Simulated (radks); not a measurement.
Q: These are the eigenvalues of the occupied orbitals of an atom or ion with whole-number occupations (eV). Calculated with a radial shooting solver on a logarithmic mesh with Libxc functionals: Dirac Kohn-Sham, PBE, spin-unpolarised, spherical densities, point nucleus.

| orbital | eigenvalue |
|---|---|
| 1s1/2 | -18846.83 |
| 2s1/2 | -2676.526 |
| 2p1/2 | -2460.081 |
| 2p3/2 | -2364.308 |
| 3s1/2 | -485.6273 |
| 3p1/2 | -404.1602 |
| 3p3/2 | -388.6316 |
| 3d3/2 | -244.8755 |
| 3d5/2 | -241.9820 |
| 4s1/2 | -103.4110 |
| 4p1/2 | -80.2901 |
| 4p3/2 | -78.0140 |
| 4d3/2 | -43.5708 |
| 4d5/2 | -43.3019 |

Which element is it, and in what charge state? The configuration may be excited. Open shells, if any, are shared by 2j + 1.

A: Z = 41, niobium, charge +4: Nb4+ in [Kr] 4d1. The list shows which subshells hold electrons but not how many an open one holds; the 1s level, -692.61 hartree, gives Z - s = 37.2 by -(Z - s)^2/2, which with screening and relativity narrows Z to a few neighbours, and the depths of the outer levels then fix element, charge and occupations together.
